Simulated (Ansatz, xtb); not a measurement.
## C2H7BrGeSi: which of two isomers lies lower

We compare I, `C=[CH][GeH]([SiH3])[Br]`, a singlet, with II, `C=C[SiH2][GeH2][Br]`, a singlet. Both are isolated molecules in the gas phase, relaxed with PBE-D3(BJ)/def2-SVP, each in the lowest conformer that the search found.

Quicker runs give these differences E(II) − E(I): GFN2-xTB +1.91 kJ/mol; HF/STO-3G −4.02 kJ/mol (at GFN2-xTB geometries); r2SCAN-D4/def2-SVP −7.78 kJ/mol (at GFN2-xTB geometries).

**Question.** Which of the two would you expect CCSD(T)/def2-SVP + ΔMP2/def2-TZVPP electronic energies to favour?

**Answer.** CCSD(T)/def2-SVP + ΔMP2/def2-TZVPP gives E(II) − E(I) = −2.58 kJ/mol, slightly favouring structure II, which is too small a margin to settle the true order.

Level by level:

```csv
level,geometry,E(II) − E(I) (kJ/mol),departure from the last row (kJ/mol),"job, with rough time for the two"
GFN2-xTB,GFN2-xTB,+1.91,+4.49,"optimisation, 1.6 s"
HF/STO-3G,GFN2-xTB,−4.02,−1.44,"single point, 3.1 s"
r2SCAN-D4/def2-SVP,GFN2-xTB,−7.78,−5.20,"single point, 13 s"
PBE-D3(BJ)/def2-SVP,PBE-D3(BJ)/def2-SVP,−6.92,−4.34,"optimisation, 2.9 min"
HF/def2-SVP,PBE-D3(BJ)/def2-SVP,−6.30,−3.72,part of the CCSD(T) run
MP2/def2-SVP,PBE-D3(BJ)/def2-SVP,−3.93,−1.35,part of the CCSD(T) run
CCSD(T)/def2-SVP,PBE-D3(BJ)/def2-SVP,−5.49,−2.91,single point
CCSD(T)/def2-SVP + ΔMP2/def2-TZVPP,PBE-D3(BJ)/def2-SVP,−2.58,,"single point, 4.2 min"
```

As drawn, II has 1 C–Si, 1 Ge–H in place of 1 C–Ge, 1 Si–H.

The largest departure from CCSD(T)/def2-SVP + ΔMP2/def2-TZVPP is that of r2SCAN-D4/def2-SVP, 5.20 kJ/mol. The last row adds to CCSD(T) the change of the MP2 difference between the two basis sets, here +2.91 kJ/mol.

With thermal terms from frequencies at re-optimised GFN2-xTB minima (ideal gas, soft modes damped towards free rotors, one conformer each, 298.15 K, 1 atm): the zero-point term adds +0.51 kJ/mol; ΔH is −3.40 and ΔG +0.05 kJ/mol.

The correlated steps freeze 25 core orbitals; the filled d shell of Br and Ge is correlated, in a basis made for valence electrons. Codes used: Ansatz 0.2.0, xtb 6.7.1; the last row on 2 threads of Intel(R) Xeon(R) Processor @ 2.50GHz (Skylake/Cascade Lake) on a shared host.
